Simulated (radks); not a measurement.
Values are calculated unless marked as measured or tabulated.
Q: Species: Mn I. Configuration: [Ar] 3d5 4s1 4p1 (not the ground configuration). Code: a radial shooting solver on a logarithmic mesh with Libxc functionals. Model: Dirac Kohn-Sham, PBE, spin-unpolarised, spherical densities, finite nucleus; open shells fill j = l - 1/2 first; Fermi nuclear charge, rms radius 3.7057 fm.

Spin-orbit splittings of the eigenvalues, e(l+1/2) - e(l-1/2), with zeta = 2 splitting/(2l+1) and mean radii in bohr:

| shell | occ. | splitting (eV) | zeta (eV) | <r> j=l-1/2 | <r> j=l+1/2 |
|---|---|---|---|---|---|
| 2p | 6 | 10.43 | 6.953 | 0.2451 | 0.2480 |
| 3p | 6 | 1.269 | 0.8459 | 0.8983 | 0.9074 |
| 3d | 5 | ? | ? | 1.203 | 1.209 |
| 4p | 1 | 0.04622 | 0.03081 | 4.223 | 4.268 |

Estimate the 3d splitting.

A: 0.1190 eV (zeta = 0.04760 eV).
